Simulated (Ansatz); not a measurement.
## Two-coordinate energy map

AuNH3Cl (SMILES [NH3+][Au-][Cl]), singlet, PBE0-D4/def2-TZVP minimum:

```xyz
6
angstrom
N -0.5711 0.5514 -0.3740
Au 0.7897 -0.7720 0.4886
Cl 2.2467 -2.1887 1.4116
H -0.9938 0.1477 -1.2033
H -0.1142 1.4159 -0.6451
H -1.3153 0.7815 0.2761
```

Rows set the bond length N1–H4 (Å; 1.015 at the minimum), columns the angle Au2–N1–H6 (°; 111.0), set in this order; the parts move rigidly, in a bend the first-named atom's side turns in the plane, and in a torsion the whole end group turns. CCSD(T) energies count from the value at that structure, in eV. Ansatz 0.2.0; basis: def2-TZVPP; cores frozen in the correlated methods. Filled d shells of the heavier atoms are correlated. Core potentials replace the inner electrons of the atoms past krypton.

| N1–H4 \ Au2–N1–H6 | 81.0 | 96.0 | 111.0 | 126.0 | 141.0 |
| --- | --- | --- | --- | --- | --- |
| 0.913 | 0.600 | ? | 0.280 | 0.376 | 0.650 |
| 0.963 | 0.389 | 0.147 | 0.064 | 0.158 | 0.428 |
| 1.037 | ? | ? | 0.011 | 0.102 | 0.367 |
| 1.123 | 0.550 | 0.301 | ? | 0.295 | 0.553 |

Q: Fill in the withheld cells. (Judge from chemistry; the value comes from the calculation.)

A: By the calculation: (0.913, 96.0): 0.362; (1.037, 81.0): 0.343; (1.037, 96.0): 0.098; (1.123, 111.0): 0.210 eV. These count from the CCSD(T) energy at the PBE0-D4 minimum.

The same grid for a cheaper method: PBE0-D4 − CCSD(T), both counted from the minimum, in eV:
| N1–H4 \ Au2–N1–H6 | 81.0 | 96.0 | 111.0 | 126.0 | 141.0 |
| --- | --- | --- | --- | --- | --- |
| 0.913 | 0.003 | 0.000 | 0.000 | -0.003 | -0.007 |
| 0.963 | 0.003 | 0.000 | 0.000 | -0.002 | -0.007 |
| 1.037 | 0.003 | 0.000 | 0.000 | -0.001 | -0.006 |
| 1.123 | 0.005 | 0.003 | 0.003 | 0.003 | -0.002 |

T1 diagnostic: at most 0.015.

For scale, one of the runs: CCSD(T)/def2-TZVPP, 171 basis functions (an equivalent command: `ansatz run in.yaml --threads 4`). Hardware: 4 CPU threads, shared host. Wall time 79 s; peak host memory 1.8 GiB.
